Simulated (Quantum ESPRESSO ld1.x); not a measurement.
Values are calculated unless marked as measured or tabulated.
Task: The mean radii <r> (bohr) of the occupied orbitals of an atom or ion are listed with their occupations. Level of theory: Dirac Kohn-Sham, PW91, spin-unpolarised, spherical densities, point nucleus (ld1.x of Quantum ESPRESSO 7.5).

| orbital | occ. | <r> |
|---|---|---|
| 1s1/2 | 2 | 0.02073 |
| 2s1/2 | 2 | 0.08752 |
| 2p1/2 | 2 | 0.07289 |
| 2p3/2 | 4 | 0.08006 |
| 3s1/2 | 2 | 0.2294 |
| 3p1/2 | 2 | 0.2191 |
| 3p3/2 | 4 | 0.2326 |
| 3d3/2 | 4 | 0.2053 |
| 3d5/2 | 6 | 0.2095 |
| 4s1/2 | 2 | 0.5187 |
| 4p1/2 | 2 | 0.5285 |
| 4p3/2 | 4 | 0.5596 |
| 4d3/2 | 4 | 0.5902 |
| 4d5/2 | 6 | 0.6013 |
| 5s1/2 | 2 | 1.276 |
| 5p1/2 | 2 | 1.438 |
| 5p3/2 | 4 | 1.543 |
| 4f5/2 | 4.71429 | 0.8330 |
| 4f7/2 | 6.28571 | 0.8517 |

Name the element and its charge. Open shells, if any, are shared by 2j + 1.

Result: Z = 67, holmium, charge +2: Ho2+ in [Xe] 4f11. The 1s radius gives Z: for a bare nucleus <r> = (2 gamma + 1)/(2Z) with gamma = sqrt(1 - (Z/c)^2), 0.02048 bohr for Z = 67, and screening makes it slightly larger (0.02073 here). The occupations add up to 65, and the charge is Z minus that.
